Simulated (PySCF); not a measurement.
## Worked example: chemical shift, span and skew from a shielding tensor

Al(H)(NH2)2 (AlH5N2), SMILES [NH2][AlH][NH2]. Atoms are numbered in the order given.

```xyz
8

Al     0.0000     0.0000    -0.4824
H      0.0000     0.0000    -2.0556
N      0.0000     1.5370     0.4013
H      0.0000     2.4390    -0.0480
H      0.0000     1.6503     1.4025
N      0.0000    -1.5370     0.4013
H      0.0000    -1.6503     1.4025
H      0.0000    -2.4390    -0.0480
```
Charge 0, spin multiplicity 1.

Geometry: B3LYP-D3(BJ)/def2-TZVP. One conformer was computed; it need not be the lowest.

GIAO shieldings from PBE0/pcSseg-2 (PySCF), non-relativistic, no solvent. The symmetric part of the tensor of N3 has the principal values 210.5, 233.5, 275.2 ppm. The same nucleus in NH3 has σ = 263.3 ppm at this level (PySCF, at its B3LYP-D3(BJ)/def2-TZVP geometry).

Work out the isotropic shielding, the ¹⁵N shift against NH3, the span and the skew.


σ(iso) = (σ11 + σ22 + σ33)/3 = 239.7 ppm. δ = σ(ref) − σ(iso) = 263.3 − (239.7) = 23.6 ppm.
Span Ω = σ33 − σ11 = 64.7 ppm. Skew κ = 3(σ(iso) − σ22)/Ω = 0.29. Tumbling in solution averages the tensor to δ; in a static solid the shielding alone would spread this spin-1/2 line over Ω.
